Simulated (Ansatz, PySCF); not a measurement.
Gas-phase reaction in SMILES: CB(S)S [methyl-bis(sulfanyl)borane] -> CB([S-])S + H+
Each molecule is optimised on its own at B3LYP-D3(BJ)/def2-TZVP (Ansatz, a first-principles code), one conformer each, not searched for the lowest.

Property: gas-phase deprotonation energy (enthalpy at 298 K, with B3LYP-D3(BJ) rigid-rotor harmonic-oscillator terms from PySCF), in kcal/mol. Correlated levels leave the core frozen unless marked. Spin-orbit coupling is left out. No relativistic terms. Anions need diffuse functions: aug- sets have them; def2-D sets add few; the other sets have none. CBS marks a two-point X^-3 extrapolation of the correlation energy; Hartree-Fock from the larger set.

```tsv
level	program	gas-phase deprotonation energy (kcal/mol)
HF/6-31G*	Ansatz	340.3
PBE-D3(BJ)/def2-TZVPD	Ansatz + dftd3	336.1
```

Problem. What does CCSD(T)/CBS(aug-cc-pV(T+d)Z,aug-cc-pV(Q+d)Z) (Ansatz) give?

Solution. 336.3 kcal/mol
